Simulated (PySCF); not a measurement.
SMILES C#CC[SiH2]C(=O)OC (C5H8O2Si), GFN2-xTB optimised geometry.

```
16

C      2.09    -3.01     0.08
C      1.65    -1.90     0.04
C      1.12    -0.56     0.00
Si    -0.79    -0.56     0.00
C     -1.37     1.27     0.00
O     -2.48     1.64    -0.28
O     -0.40     2.10     0.38
C     -0.72     3.49     0.46
H      2.48    -3.99     0.11
H      1.49    -0.01     0.86
H      1.50    -0.06    -0.89
H     -1.32    -1.19     1.22
H     -1.34    -1.21    -1.19
H      0.14     3.99     0.88
H     -1.60     3.63     1.09
H     -0.94     3.87    -0.54
```

Density from PBE/def2-TZVP (PySCF 2.14.0) at that geometry.

Minimum of the electron density along straight lines between bonded atoms, close to the bond critical point (lines longer than 1.1 times the sum of covalent radii, or with two minima, are not listed):

| bond | length / Å | ρ at the minimum / e bohr⁻³ | ∇²ρ there / e bohr⁻⁵ | position (fraction from the first atom) |
|---|---|---|---|---|
| C1–C2 | 1.197 | 0.419 | -1.20 | 0.48 |
| C2–C3 | 1.442 | 0.274 | -0.71 | 0.53 |
| C3–Si4 | 1.909 | 0.114 | 0.12 | 0.61 |
| Si4–C5 | 1.920 | 0.113 | [?] | 0.39 |
| C5–O6 | 1.206 | 0.425 | -0.16 | 0.34 |
| C5–O7 | 1.340 | 0.307 | [?] | 0.35 |
| O7–C8 | 1.424 | [?] | -0.48 | 0.64 |
| C1–H9 | 1.049 | 0.297 | -1.10 | 0.66 |
| C3–H10 | 1.093 | 0.271 | -0.89 | 0.64 |
| C3–H11 | 1.094 | 0.271 | -0.89 | 0.64 |
| Si4–H12 | 1.466 | 0.125 | 0.16 | 0.50 |
| Si4–H13 | 1.464 | 0.126 | 0.16 | 0.50 |
| C8–H14 | 1.087 | 0.286 | -1.00 | 0.65 |
| C8–H15 | 1.092 | 0.283 | -0.98 | 0.65 |
| C8–H16 | 1.092 | 0.282 | -0.98 | 0.65 |

Task: Complete the blanks.

Result: 
- Si4–C5, ∇²ρ there / e bohr⁻⁵: 0.15
- C5–O7, ∇²ρ there / e bohr⁻⁵: -0.58
- O7–C8, ρ at the minimum / e bohr⁻³: 0.249
